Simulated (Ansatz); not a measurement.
`[OH][SnH2][SiH2]Cl` + `OCBF` → `O[CH2][SnH2][OH]` + `FB[SiH2]Cl`  (redistribution)

Calculated with Ansatz (gas phase, PBE0-D4/def2-TZVP geometries, no zero-point term in ΔE). CCSD(T)/CBS adds triple-zeta CCSD(T) − MP2 to the extrapolated MP2 energy (def2 sets, frozen cores). This one scheme is used for every species. DFT in def2-TZVPP. def2 core potentials past Kr. For Sn outer-core shells are correlated without core-valence functions, which leaves a few kJ/mol of doubt a bond. One conformer a species, not always the lowest.

Task: Is it downhill or uphill in electronic energy at CCSD(T)/CBS, and by how much? (Best estimate.)

Result: Ansatz gave: Uphill: ΔE = +0.83 eV.

Task: What do these levels give: PBE-D4, r2SCAN, PBE0, HF/def2-TZVPP, MP2/def2-TZVPP, CCSD(T)/def2-TZVPP? (An estimate is asked.)

Result: The calculation gave: PBE-D4 0.90, r2SCAN 0.92, PBE0 0.91, HF/def2-TZVPP 0.84, MP2/def2-TZVPP 0.83, CCSD(T)/def2-TZVPP 0.80 eV.

Largest T1 diagnostic among the species: 0.013.
